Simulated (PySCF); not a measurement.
## Neon: a sound run and one with changed settings

Sound run: Ne²⁺ [He] 2s2 2p4, Ne³⁺ [He] 2s2 2p3. All numbers are calculated (PySCF 2.14, no relativity, point nucleus, in def2-SVP). In the sound run the correlated levels freeze 1s2. The sound run starts from symmetry-adapted Hartree-Fock orbitals and uses a fine grid where one is needed.

A second run was set up differently.

| species | method | sound run (hartree) | changed run (hartree) | converged |
| --- | --- | --- | --- | --- |
| Ne²⁺ | MP2 | -126.28419 | -126.23683 | yes |
| Ne²⁺ | CCSD(T) | -126.29761 | -126.24203 | yes |
| Ne³⁺ | MP2 | -123.98506 | -123.93481 | yes |
| Ne³⁺ | CCSD(T) | -123.99811 | -123.93676 | yes |

Ionisation energy of Ne²⁺:

```
 method  sound run (eV)  changed run (eV)
    UHF          61.863            61.863
    MP2          62.563            62.641
SCS-MP2          62.550            62.738
   CCSD          62.562            62.725
CCSD(T)          62.573            62.730
```

**Question.** What was changed?
A. minimal basis
B. a valence shell is frozen
C. too few SCF iterations
D. level shift left on

**Answer.** B. Freezing a valence shell removes pair correlation that changes on ionisation.
